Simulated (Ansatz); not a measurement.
Species: C7H16, SMILES `CCC(CC)CC` (charge 0, multiplicity 1).

**Question.** Give a relaxed geometry from PBE-D3(BJ)/def2-SVP (Ansatz, a program for electronic structure).

**Answer.** Several could match; the one computed here: the end point of this relaxation, one of several conformers (outside a Z-matrix the atoms follow the SMILES, hydrogens last).
Bonds (Å): C1–C2 1.530, C1–H8 1.110, C1–H9 1.109, C1–H10 1.109, C2–C3 1.542, C2–H11 1.114, C2–H12 1.111, C3–C4 1.542, C3–C6 1.542, C3–H13 1.117, C4–C5 1.530, C4–H14 1.114, C4–H15 1.111, C5–H16 1.109, C5–H17 1.109, C5–H18 1.110, C6–C7 1.530, C6–H19 1.111, C6–H20 1.114, C7–H21 1.109, C7–H22 1.110, C7–H23 1.109. Angles (°): C2–C1–H8 111.1, C2–C1–H9 112.3, C2–C1–H10 111.4, H8–C1–H9 107.2, H8–C1–H10 107.5, H9–C1–H10 107.1, C1–C2–C3 115.0, C1–C2–H11 109.9, C1–C2–H12 108.5, C3–C2–H11 108.4, C3–C2–H12 109.1, H11–C2–H12 105.5, C2–C3–C4 111.3, C2–C3–C6 111.3, C2–C3–H13 107.5, C4–C3–C6 111.3, C4–C3–H13 107.5, C6–C3–H13 107.5, C3–C4–C5 115.0, C3–C4–H14 108.4, C3–C4–H15 109.1, C5–C4–H14 109.9, C5–C4–H15 108.5, H14–C4–H15 105.5, C4–C5–H16 111.4, C4–C5–H17 112.3, C4–C5–H18 111.1, H16–C5–H17 107.1, H16–C5–H18 107.5, H17–C5–H18 107.2, C3–C6–C7 115.0, C3–C6–H19 109.1, C3–C6–H20 108.4, C7–C6–H19 108.5, C7–C6–H20 109.9, H19–C6–H20 105.5, C6–C7–H21 112.3, C6–C7–H22 111.1, C6–C7–H23 111.4, H21–C7–H22 107.2, H21–C7–H23 107.1, H22–C7–H23 107.5.
